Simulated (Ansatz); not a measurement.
Correlation energies of `O[SiH](O)S[SiH](O)F` by basis set

```xyz
12

O    -1.5212   -2.3341    0.2855
Si   -0.3322   -1.2396    0.0640
O     0.2905   -0.8475    1.5374
S    -1.1887    0.4581   -0.9044
Si    0.5124    1.7517   -0.8315
O     1.2693    1.6899    0.5976
F     1.5132    1.3301   -1.9954
H    -2.2587   -2.3476   -0.3260
H     0.8214   -1.7632   -0.6876
H    -0.3447   -0.7081    2.2452
H     0.0672    3.1250   -1.1104
H     1.1714    0.8851    1.1255
```

Total charge 0; spin multiplicity 1. The geometry is a stationary point of PBE0-D4/def2-TZVP. It is one conformer, not always the lowest. Frozen core, restricted reference, Ansatz 0.2.0. CBS rows extrapolate triple and quadruple zeta; past MP2 they add the triple-zeta difference.

```csv
basis,HF (Eh),MP2 corr.
def2-TZVPP,-1302.82871,-1.38011
def2-QZVPP,-1302.87463,-1.50037
```

(1) Estimate the CCSD correlation energy and the (T) correction in each basis where they were run (hartree).

Answers

(1) 
```tsv
basis	CCSD corr.	(T)
def2-TZVPP	-1.41385	-0.05237
CBS(def2)	-1.62319	as TZ
```
